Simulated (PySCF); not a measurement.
Cl3FHNW, SMILES [NH]=[W]([F])([Cl])([Cl])[Cl], multiplicity 1. Coordinates come from a PBE0-D3(BJ)/def2-SVP optimisation. The multiplicity is an assumed one; no other spin state was optimised. The structure was generated by enumeration; whether it is a known compound was not checked. The def2 effective core potentials stand for the cores of W; spin–orbit coupling is left out.

Computed equilibrium geometry at PBE0-D3(BJ)/def2-SVP (PySCF confirms it by a frequency run) as Cartesian coordinates in Å, and its point group:
point group Cs.
```xyz
7

W      0.1843     0.2011     0.0000
N      0.3978     1.9229     0.0000
H      0.5248     2.9339     0.0000
F      2.0045    -0.1370     0.0000
Cl    -1.0299     0.2030    -1.9170
Cl    -1.0299     0.2030     1.9170
Cl     0.0015    -2.1730     0.0000
```
Charge 0, spin multiplicity 1.
